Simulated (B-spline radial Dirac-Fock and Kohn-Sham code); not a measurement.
# L-shell conversion coefficients of Te against transition energy

Method: a Dirac-Hartree-Slater potential of the neutral atom with a Latter tail (no hole, which puts coefficients of high multipoles low close above an edge), finite nucleus with surface currents. Computed with a radial atomic solver. Subshells within 1 keV of threshold and pair formation are left out.

| energy (keV) | E1 | E2 | E4 | M1 | M3 | M4 |
| --- | --- | --- | --- | --- | --- | --- |
| 10.2 | 14.7 | 26700 | 6.96e+08 | 65.0 | 1.23e+07 | 2.03e+09 |
| 11.7 | 10.1 | 13400 | 2.96e+08 | 43.1 | 5.04e+06 | 7.26e+08 |
| 15.2 | 4.85 | 3570 | 5.52e+07 | 19.7 | 936000 | 1.03e+08 |
| 20 | 2.24 | 900 | 9.08e+06 | 8.68 | 165000 | 1.38e+07 |
| 30.5 | 0.674 | 111 | 537000 | 2.47 | 12500 | 666000 |
| 31.1 | 0.638 | 101 | 471000 | 2.34 | 11100 | 580000 |
| 34 | 0.495 | 64.9 | 258000 | 1.79 | 6520 | 310000 |
| 50 | 0.164 | 10.1 | 18900 | 0.575 | 694 | 21700 |
| 54.7 | 0.126 | 6.58 | 10300 | 0.441 | 418 | 11800 |
| 58.6 | 0.104 | 4.76 | 6470 | 0.361 | 284 | 7470 |
| 96.5 | 0.0246 | 0.493 | 226 | 0.0852 | 19.4 | 296 |
| 100 | 0.0222 | 0.422 | 178 | 0.0769 | 16.1 | 237 |
| 118 | 0.0138 | 0.206 | 59.8 | 0.0481 | 6.93 | 85.5 |
| 193 | 0.00340 | 0.0275 | 2.55 | 0.0122 | 0.641 | 4.79 |
| 200 | 0.00308 | 0.0239 | 2.04 | 0.0111 | 0.543 | 3.92 |
| 230 | 0.00209 | 0.0140 | 0.869 | 0.00761 | 0.288 | 1.82 |
| 286 | 0.00116 | 0.00626 | 0.241 | 0.00426 | 0.111 | 0.572 |
| 290 | 0.00112 | 0.00595 | 0.222 | 0.00411 | 0.104 | 0.533 |
| 368 | 0.000600 | 0.00261 | 0.0597 | 0.00221 | 0.0388 | 0.161 |
| 500 | 0.000282 | 0.000984 | 0.0128 | 0.00102 | 0.0118 | 0.0384 |
| 609 | 0.000179 | 0.000555 | 0.00527 | 0.000627 | 0.00571 | 0.0163 |
| 643 | 0.000159 | 0.000478 | 0.00419 | 0.000550 | 0.00472 | 0.0130 |
| 1000 | 6.39e-05 | 0.000158 | 0.000809 | 0.000194 | 0.00110 | 0.00234 |
| 1230 | 4.34e-05 | 0.000100 | 0.000422 | 0.000122 | 0.000587 | 0.00114 |
| 1290 | 3.99e-05 | 9.05e-05 | 0.000367 | 0.000109 | 0.000511 | 0.000974 |
| 1890 | 2.09e-05 | 4.22e-05 | 0.000131 | 4.79e-05 | 0.000178 | 0.000298 |
| 2000 | 1.91e-05 | 3.79e-05 | 0.000114 | 4.26e-05 | 0.000154 | 0.000253 |
| 2070 | 1.81e-05 | 3.56e-05 | 0.000105 | 3.96e-05 | 0.000141 | 0.000229 |
| 2110 | 1.76e-05 | 3.43e-05 | 0.000100 | 3.81e-05 | 0.000134 | 0.000217 |

Q: How fast do they fall between 2000 and 2110 keV?

A: As powers of the energy: E1 E^-1.57, E2 E^-1.86, E4 E^-2.42, M1 E^-2.07, M3 E^-2.57, M4 E^-2.84. Within one type (E or M) the higher multipoles fall faster.
